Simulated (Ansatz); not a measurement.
Geometry optimisation, RKS PBE0-D4/def2-SVP (Ansatz 0.2.0).

The input (input.yaml):

```yaml
crystal:
  periodic: [false, false, false]
  atoms:
    - { symbol: B, position_ang: [0.002977, -0.415342, -0.412487] }
    - { symbol: Cl, position_ang: [-0.010077, -0.004532, 2.620637] }
    - { symbol: F, position_ang: [1.133138, 0.19176, -0.680006] }
    - { symbol: F, position_ang: [-1.125618, 0.171145, -0.725633] }
    - { symbol: H, position_ang: [0.004522, -1.517247, 0.054785] }
    - { symbol: H, position_ang: [0.112858, -1.096384, 1.869003] }
basis:
  gaussian: { orbitals: def2-SVP }
hamiltonian:
  xc: pbe0
  dispersion: d4
relax:
  f_tol: 0.03
  max_steps: 50
output:
  orbitals: {}
```

Launched with:

```bash
$ ansatz run input.yaml --threads 1 --pin off --max-ram 2048MiB --backend cpu --events-out ev --progress --plain --runs-dir out
```

Q: Where does it end, and by what steps?

A: The run converged. After 11 steps the energy has fallen by 0.110 eV; H6 moved furthest, 0.78 Å.

| step | energy less start (eV) | largest force component (eV/Å) | accepted |
| --- | --- | --- | --- |
| 0 | 0.0000 | 0.982 | yes |
| 1 | -0.0532 | 0.648 | yes |
| 2 | -0.0458 | 0.807 | no |
| 3 | -0.0660 | 0.633 | yes |
| 4 | -0.0810 | 0.328 | yes |
| 5 | -0.0955 | 0.133 | yes |
| 6 | -0.0985 | 0.067 | yes |
| 7 | -0.1037 | 0.289 | yes |
| 8 | -0.0604 | 1.425 | no |
| 9 | -0.1096 | 0.092 | yes |
| 10 | -0.1040 | 0.456 | no |
| 11 | -0.1104 | 0.012 | yes |

```xyz
6
Properties=species:S:1:pos:R:3
B -0.004 -0.397 -0.561
Cl -0.043 0.027 2.462
F 1.128 0.247 -0.736
F -1.126 0.254 -0.771
H -0.011 -1.573 -0.306
H 0.174 -1.229 2.637
```

Whether the end is a true minimum wasn't checked by a vibrational analysis.

Run time: 15 s on 1 thread of Intel(R) Xeon(R) 6975P-C (Granite Rapids), with other jobs on the host, peak memory 0.15 GiB.
